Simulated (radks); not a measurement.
Tc IV, configuration [Kr] 4d4. Method: scalar-relativistic Kohn-Sham, PBEsol, spin-polarised, spherical densities, finite nucleus; open shells are filled with parallel spins first (spin-orbit coupling, left out, can overturn this in heavy ions); Fermi nuclear charge, rms radius 4.4112 fm; computed with a radial shooting solver on a logarithmic mesh with Libxc functionals. Some entries of the table are withheld. Estimate them.

orbital  occ.  eigenvalue (eV)  <r^2> (bohr^2)  r(max) (bohr)
1s down     1        -20885.97        0.001588        0.02229
1s up       1        -20885.96        0.001588        0.02229
2s up       1        -3006.689         0.02640         0.1262
2s down     1        -3006.105         0.02640         0.1262
2p up       3        -2694.744         0.02078         0.1009
2p down     3        -2694.303         0.02077         0.1009
3s up       1        -548.8356          0.1979         0.3725
3s down     1        -548.5008          0.1978         0.3726
3p up       3        -446.4864          0.2019         0.3658
3p down     3        -446.1102          0.2017         0.3659
3d up       5        -280.7740          0.1912         0.3111
3d down     5        -280.2129          0.1909         0.3113
4s up       1        -104.7199           1.256         0.9489
4s down     1        -101.8051           1.243         0.9447
4p up       3              (1)             (2)          1.021
4p down     3              (3)             (4)          1.016
4d up       4         -36.4272           2.671          1.239
4d down     0         -33.0798           2.728          1.229

Answer. 
(1) 4p up eigenvalue (eV): -76.5515
(2) 4p up <r^2> (bohr^2): 1.535
(3) 4p down eigenvalue (eV): -73.4054
(4) 4p down <r^2> (bohr^2): 1.520
